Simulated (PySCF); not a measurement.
C3HF4, SMILES FC(F)(F)/C=[C]/F, multiplicity 2.

Geometry: B3LYP-D3(BJ)/def2-SVP. The isomer is the one that the SMILES or the coordinates give; other isomers of the formula were not compared.

Method: PBE/def2-TZVP run with PySCF.

Gas-phase values at a fixed geometry.

```yaml
total_energy: -513.89982 hartree
point_group: Cs
"α spin, highest occupied and lowest empty level": -6.86 and -1.78 eV
"β spin, highest occupied and lowest empty level": -7.32 and -4.38 eV
dipole_moment: 1.82 D
quadrupole, principal values (traceless, Buckingham form, about the centre of nuclear charge): -1.38, -1.28, 2.66 D·Å
mean_static_polarisability: 39.1 bohr³ (5.79 Å³)
polarisability_principal_values: 30.6, 35.1, 51.5 bohr³
"⟨S²⟩": 0.758 (pure state 0.75)
```
